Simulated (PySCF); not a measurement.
Compound: N-vinyl-2-pyrrolidone, C6H9NO.
SMILES: `C=CN1CCCC1=O`

Vertical excitations from PySCF (density fitting, frozen core in the response, grid level 2 and gas phase unless stated; continuum runs use non-equilibrium linear response for the excitations) on a GFN2-xTB geometry. Reference run:

```json
{"settings": "CAM-B3LYP/def2-SVPD, energy threshold 1e-11 Eh, full TDDFT, 12 singlets", "S1, eV (f)": "5.47 (0.006)", "S2, eV (f)": "5.92 (0.475)", "S3, eV (f)": "6.31 (0.050)", "S4, eV (f)": "7.05 (0.004)", "S5, eV (f)": "7.12 (0.012)", "S6, eV (f)": "7.35 (0.021)", "T1, eV (Tamm–Dancoff)": "3.98", "mean α (au)": "81.9"}
```

**Question.** What do these settings give: KT3/6-31G-J, energy threshold 1e-08 Eh, full TDDFT, 1 singlet?

**Answer.** 
```json
{"settings": "KT3/6-31G-J, energy threshold 1e-08 Eh, full TDDFT, 1 singlet", "S1, eV (f)": "5.02 (0.003)", "S2, eV (f)": "–", "S3, eV (f)": "–", "S4, eV (f)": "–", "S5, eV (f)": "–", "S6, eV (f)": "–", "T1, eV (Tamm–Dancoff)": "3.82", "mean α (au)": "70.0"}
```

S1 moves by -0.45 eV; functional and basis change together, so the shift can't be laid on one. States are counted by energy in each run and needn't keep their character from row to row.

KT3 was designed for NMR shieldings or shifts; total energies of different functionals aren't comparable.

**Question.** Which orbital pairs make up S1 in each run, and how does it sit against the orbital gap?

**Answer.** 
| settings | S1 configurations (weight) | S1 (eV) | orbital gap (eV) | S1 − gap (eV) |
| --- | --- | --- | --- | --- |
| CAM-B3LYP/def2-SVPD, energy threshold 1e-11 Eh, full TDDFT, 12 singlets | H−1→L 0.77, H−1→L+6 0.09 | 5.47 | 8.67 | -3.20 |
| KT3/6-31G-J, energy threshold 1e-08 Eh, full TDDFT, 1 singlet | H−1→L 0.96 | 5.02 | 4.43 | +0.59 |

One conformer stands for the species.
